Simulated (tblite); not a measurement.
Species: C8H12BN.
Structure used (GFN2-xTB), in Å, numbered top down from 1:
```xyz
22
C8H12BN angstrom
C     -2.7642    1.9509    1.9959
C     -2.3014    0.7193    2.0968
C     -2.6400   -0.3913    1.1492
C     -1.4338   -0.8320    0.4574
C     -0.4292   -1.1932   -0.0954
B      0.8795   -1.6293   -0.8223
C      1.9392   -2.3900    0.1660
N      1.5001   -0.3283   -1.1875
C      1.9145    0.7287   -1.3595
C      2.4192    2.0481   -1.5812
H     -3.4519    2.2365    1.2156
H     -2.4843    2.7279    2.6881
H     -1.6051    0.4553    2.8829
H     -3.3826   -0.0557    0.4186
H     -3.0560   -1.2387    1.7063
H      0.6834   -2.2075   -1.8473
H      1.5272   -3.3454    0.4792
H      2.1482   -1.8134    1.0653
H      2.8869   -2.5872   -0.3323
H      3.4187    2.1386   -1.1560
H      2.4628    2.2550   -2.6505
H      1.7585    2.7710   -1.1023
```

Level: GFN2-xTB in tblite, geometry and Hessian alike; calculated harmonic values, unscaled, isolated species. The method is semi-empirical: single wavenumbers can be off by several per cent or more. Modes of hydrogen on boron can be 10 to 20 % off. One conformer, not necessarily the lowest. The optimisation stopped once no atom felt more than 0.01 eV/Å.

Lowest wavenumbers of the output (negative numbers stand for imaginary wavenumbers):
```
mode    cm-1
  1     -22.0
  2      10.3
  3      27.3
  4      57.1
  5      75.9
  6      92.7
  7     121.4
  8     156.8
```

Task: Is this structure a minimum?

Result: Not by this Hessian. 1 mode is imaginary beyond 20i (22i cm⁻¹), so at this level the point lies at or near a first-order saddle. The curvature is small, so loose convergence or finite differences may be the whole cause.

Task: Which atoms move in the imaginary mode?

Result: 22i: H22 (methyl hydrogen) 33 %, H20 (methyl hydrogen) 33 %, H21 (methyl hydrogen) 33 %. These are shares of the mass-weighted motion.

Task: What is the remedy?

Result: Step along that mode in both directions, optimise again with tighter thresholds and repeat the frequencies. The zero-point energy of this point (109.5 kcal/mol) counts the 59 real modes alone, and thermal corrections from it aren't those of a minimum.

The run took 1.0 s wall on one thread of an Arm Neoverse V1, shared host with 32 logical CPUs at a one-minute load of 21. This covers the Hessian and the dipole derivatives.
